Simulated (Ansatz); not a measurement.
Geometry optimisation, RKS r2SCAN-D4/def2-SVP in Ansatz.

The input (input.yaml):

```yaml
crystal:
  periodic: [false, false, false]
  atoms:
    - { symbol: C, position_ang: [-1.4706, 0.8466, 2.0617] }
    - { symbol: C, position_ang: [-0.7329, 0.2379, 1.4206] }
    - { symbol: Si, position_ang: [0.4739, -0.7782, 0.4239] }
    - { symbol: C, position_ang: [0.8339, -0.0256, -1.2779] }
    - { symbol: O, position_ang: [-0.3874, 0.1293, -2.1349] }
    - { symbol: H, position_ang: [-2.2204, 1.4802, 2.6119] }
    - { symbol: H, position_ang: [1.8328, -0.8121, 1.1632] }
    - { symbol: H, position_ang: [0.0536, -2.1609, 0.3186] }
    - { symbol: H, position_ang: [1.2368, 0.9633, -1.13] }
    - { symbol: H, position_ang: [1.463, -0.6693, -1.803] }
    - { symbol: H, position_ang: [-1.0175, 0.7318, -1.6336] }
basis:
  gaussian: { orbitals: def2-SVP }
hamiltonian:
  xc: r2scan
  dispersion: d4
relax:
  f_tol: 0.015
  max_steps: 40
```

Run as:

```bash
$ ansatz run input.yaml --threads 2 --pin off --max-ram 3072MiB --backend cpu --events-out ev --progress --plain --runs-dir out
```

Task: Where does it end, and by what steps?

Result: The run converged. After 7 steps the energy has fallen by 0.681 eV; H11 moved furthest, 0.38 Å.

| step | energy less start (eV) | largest force component (eV/Å) | accepted |
| --- | --- | --- | --- |
| 0 | 0.0000 | 6.865 | yes |
| 1 | -0.6051 | 1.707 | yes |
| 2 | -0.6652 | 0.450 | yes |
| 3 | -0.6757 | 0.193 | yes |
| 4 | -0.6779 | 0.189 | yes |
| 5 | -0.6809 | 0.015 | yes |
| 6 | -0.6810 | 0.023 | yes |
| 7 | -0.6810 | 0.012 | yes |

```xyz
11
Properties=species:S:1:pos:R:3
C -1.502 0.896 1.864
C -0.662 0.184 1.334
Si 0.585 -0.828 0.436
C 0.781 0.021 -1.253
O -0.484 0.177 -1.876
H -2.238 1.513 2.349
H 1.859 -0.863 1.215
H 0.048 -2.209 0.279
H 1.325 0.984 -1.144
H 1.398 -0.606 -1.920
H -1.046 0.674 -1.263
```

Whether the end is a true minimum wasn't checked by a vibrational analysis.

Time of the run: 24 s on 2 threads of Arm Neoverse V2, on a shared host, peak memory 0.16 GiB.
